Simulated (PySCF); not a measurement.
# WF(OH), triplet: molecular constants

Computed with UPBE0 in PySCF with W def2-TZVP with ECP60, F def2-TZVP, O def2-TZVP, H def2-TZVP; scalar-relativistic core potentials, no spin–orbit coupling; density-fitted integrals.

The structure is a minimum.

```
Point group                                                                   : C∞v
Bond lengths                                                                  : O–H 0.955 Å, W–F 1.836 Å, W–O 1.807 Å
Bond angles                                                                   : F–W–O 180.0°, H–O–W 180.0°
Rotational constants                                                          : 0.136 cm⁻¹
Zero-point energy                                                             : 39.9 kJ/mol
Spin squared ⟨S²⟩                                                             : 2.015
Enthalpy at 298.15 K above 0 K                                                : 14.45 kJ/mol
Entropy at 298.15 K and 1 bar (electronic part: spin only)                    : 296.7 J/(mol K)
Highest occupied level (β)                                                    : -5.35 eV
Heat capacity Cp at 298.15 K                                                  : 61.7 J/(mol K)
Atomisation energy without zero-point energy                                  : 1460 kJ/mol
Principal quadrupole moments (Buckingham, traceless) about the centre of mass : -3.51, -3.51, 7.01 D Å
Rotational symmetry number                                                    : 1
Lowest empty level (β)                                                        : -2.13 eV
Dipole moment                                                                 : 3.22 D
Principal polarisabilities                                                    : 52.3, 56.9, 56.9 bohr³
```

Harmonic modes (masses in u: W 183.951, F 18.998, O 15.995, H 1.008):
```tsv
symmetry	ω (cm⁻¹)	IR (km/mol, summed over degenerate members)	μ (u)
π	69	21.2	4.45
π	513	172	1.33
σ+	712	138	20.79
σ+	822	63.3	8.93
σ+	3972	361	1.07
```

In C∞v the vibrations span 2π + 3σ+.

Charges (e):
```csv
atom,Mulliken,Löwdin,polar tensor,spin (Mulliken),Mayer order to W1
W1,0.61,0.33,0.79,2.11,–
F2,-0.39,-0.24,-0.48,-0.04,1.04
O3,-0.58,-0.27,-0.69,-0.07,1.29
H4,0.36,0.18,0.39,0.00,0.02
```
Other Mayer orders above 0.3: O–H 0.85.

Mulliken populations on W1 (electrons outside its core potential): s 3.46, p 6.21, d 3.61, f 0.11.

Outer orbital energies (eV). α occupied: -12.84, -12.74, -12.74, -11.24, -11.24, -6.83, -6.83, -6.74; empty: -2.13, -2.13, 0.16, 0.16. β occupied: -28.81, -16.67, -12.86, -12.73, -12.73, -11.35, -11.35, -5.35; empty: -2.13, -2.13, -1.22, -1.22.

Other isomers or separated fragments may lie lower. With open d or f shells other occupations or spin states may lie lower. No spin–orbit coupling is included, which matters more the heavier the element.

The final relaxation and frequency run took 40 s on 4 threads of a shared Arm Neoverse V1 host, with 108 basis functions and 13 gradients; the process peaked at 1.3 GiB. Launch command: `OMP_NUM_THREADS=4 python axn.py task.json out`.
